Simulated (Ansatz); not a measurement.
Coupled-cluster diagnostics for the cluster Si₃Au₂⁻, Ansatz.

Geometry of the doublet (r2SCAN-D4/def2-SVPD):

```
atom   x (Å)   y (Å)   z (Å)
 Au1   1.199   2.197   0.683
 Au2  -1.256   0.420   1.212
 Si3  -1.480  -1.102  -0.634
 Si4   0.590  -1.407  -1.547
 Si5   0.947  -0.108   0.286
```

In the def2 sets Au takes a core potential; there is no spin–orbit coupling. Correlated methods freeze 15 core orbitals; core or outer-core shells of Au are correlated, in sets that lack core-valence functions. Another isomer (doublet) lies 0.08 eV lower at PBE0-D4/def2-TZVPD; other spin states weren't run for this one.

Problem. Estimate the CCSD(T) correlation energy, the shares of MP2 and (T), T1 and the reference's ⟨S²⟩ for: charge -1, doublet, own geometry in def2-SVPD; and the rough time on 4 threads of Intel Xeon 6975P-C on a shared host.

Solution. 
```csv
state,basis,correlation (eV),MP2 share (%),(T) share (%),T1,⟨S²⟩ (pure),wall time,remarks
"charge -1, doublet, own geometry",def2-SVPD,-29.730,100.6,5.3,0.037,0.94 (0.75),78 s,spin-contaminated
```
Customary marks for T1 are 0.02 (closed shells), 0.045 (open shells) and about 0.05 (3d metals). T1 exceeds 0.02 in 1 of 1 rows and 0.045 in 0; the higher it lies, the less the single-reference result can be trusted.
